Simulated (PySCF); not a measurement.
C2H9ClSi3.

```xyz
15

Cl     2.5961     0.4547     1.1796
Si     1.3182    -1.0121     0.4045
Si    -0.1431     0.0279    -1.0984
C     -1.7706    -0.9931    -1.3055
C     -2.5422    -0.4508    -0.0613
Si    -1.7292     1.2903     0.0755
H      0.5526    -1.6064     1.5386
H      2.1634    -2.0816    -0.2000
H      0.5854     0.4663    -2.3254
H     -1.6935    -2.0914    -1.3509
H     -2.2642    -0.6637    -2.2357
H     -2.2673    -1.0277     0.8382
H     -3.6389    -0.4973    -0.1544
H     -1.4988     1.8365     1.4440
H     -2.4380     2.3134    -0.7498
```
Charge 0, spin multiplicity 1.

Geometry: B3LYP-D3(BJ)/def2-SVP. The structure was generated by enumeration; whether it is a known compound was not checked. Other conformers were not sampled.

The numbers are results of PBE/pcSseg-1 in PySCF, not measurements. Non-relativistic, no solvent.

Computed absolute GIAO shielding of each atom: isotropic value and principal components (ppm):
| atom | σ(iso) | σ11 | σ22 | σ33 | span |
|---|---|---|---|---|---|
| Cl1 | 1019.9 | 973.4 | 1034.5 | 1051.8 | 78.5 |
| Si2 | 350.2 | 278.1 | 331.4 | 441.0 | 162.8 |
| Si3 | 385.0 | 337.9 | 360.0 | 457.1 | 119.2 |
| C4 | 166.0 | 143.4 | 167.2 | 187.4 | 44.0 |
| C5 | 166.0 | 142.4 | 168.7 | 187.0 | 44.6 |
| Si6 | 381.5 | 330.8 | 370.6 | 443.1 | 112.4 |
| H7 | 25.6 | 21.9 | 25.1 | 29.9 | 8.0 |
| H8 | 25.5 | 21.4 | 24.5 | 30.6 | 9.3 |
| H9 | 26.5 | 23.0 | 24.8 | 31.7 | 8.8 |
| H10 | 29.8 | 25.5 | 26.7 | 37.1 | 11.7 |
| H11 | 29.5 | 26.2 | 27.4 | 34.8 | 8.7 |
| H12 | 29.6 | 26.7 | 28.0 | 34.0 | 7.3 |
| H13 | 29.6 | 24.8 | 26.4 | 37.6 | 12.9 |
| H14 | 26.5 | 23.3 | 24.4 | 31.7 | 8.5 |
| H15 | 26.5 | 23.9 | 24.6 | 31.0 | 7.2 |
